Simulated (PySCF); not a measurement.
W(O)(NH)(Me)(SH) (CH5NOSW), SMILES [NH]=[W]([SH])(=[O])[CH3], multiplicity 1. The structure is a stationary point at PBE-D3(BJ)/def2-SVP. The spin state was assumed, not searched. The structure was generated by enumeration; whether it is a known compound was not checked. The def2 effective core potentials stand for the cores of W; spin–orbit coupling is left out. One conformer was computed; it need not be the lowest.

All values below come from PBE-D3(BJ)/def2-SVP (PySCF 2.14.0).

Harmonic wavenumbers (cm⁻¹): 127, 147, 183, 201, 205, 272, 309, 378, 540, 550, 607, 618, 645, 685, 945, 983, 1160, 1348, 1358, 2587, 2957, 3061, 3072, 3507. Rotational constants (GHz): 3.347, 1.847, 1.780; symmetry number 1.

Q: Work out the zero-point energy and the ideal-gas rigid-rotor harmonic-oscillator thermochemistry at 298.15 K and 1 atm.

A: ZPE = ½ Σ hcν = ½ × 26446 cm⁻¹ = 158.18 kJ/mol. H − E(el) = 182.02 kJ/mol. Entropy in J/(mol K): translation 178.24, rotation 116.19, vibration 80.30, total 374.73. G − E(el) = 70.29 kJ/mol. Cp = 124.02 J/(mol K). Modes under 150 cm⁻¹ make the vibrational entropy uncertain.
